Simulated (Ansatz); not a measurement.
The same path of C3H9BN2 (15 atoms, charge 0, multiplicity 1) was run twice with different band settings. The coordinate that changes most is the height of N3 over the plane of its neighbours.

Method: RKS PBE0-D4/def2-SVP (Ansatz 0.2.0).

Relaxed end points:

```xyz
15
Properties=species:S:1:pos:R:3
B 0.039 -1.039 -0.638
C 0.348 -0.232 0.858
N 1.747 0.056 0.939
C -0.461 0.595 -0.007
C 0.016 0.559 -1.347
N -1.746 0.872 0.305
H 1.072 -1.584 -0.965
H -1.001 -1.663 -0.701
H -0.171 -0.563 1.776
H 1.968 0.629 1.749
H 2.290 -0.801 0.996
H -0.659 0.876 -2.147
H 1.070 0.802 -1.484
H -2.408 0.984 -0.453
H -2.124 0.459 1.148
```

```xyz
15
Properties=species:S:1:pos:R:3
B 0.038 -1.060 -0.595
C 0.280 -0.316 0.958
N 1.670 -0.111 1.234
C -0.449 0.557 0.074
C 0.101 0.555 -1.244
N -1.741 0.866 0.315
H 1.075 -1.634 -0.858
H -1.010 -1.649 -0.760
H -0.307 -0.666 1.823
H 1.946 0.865 1.221
H 2.274 -0.642 0.616
H -0.526 0.919 -2.063
H 1.161 0.796 -1.341
H -2.353 1.027 -0.475
H -2.180 0.444 1.125
```

Common settings: climbing image yes; spring 5.0 eV/Å²; optimiser quadratic models (default); start path through a guess of the saddle point; force threshold 0.05 eV/Å; end points relaxed.

| run | movable images | iteration limit |
| --- | --- | --- |
| 1 | 9 | 52 |
| 2 | 2 | 60 |

Question: What does each run give, and how far can it be trusted?

Answer: Run 1: converged after 30 iterations, highest image 0.143 eV above the first end. A vibrational analysis at the climbing image gives one clearly imaginary mode, 553i cm⁻¹: a first-order saddle point.
Run 2: converged after 18 iterations, highest image 0.143 eV above the first end. Another band between the same ends (9 images) ends at a top of the same energy, where a vibrational analysis finds 1 clearly imaginary mode. So few images can step over the top or miss a turn of the path.
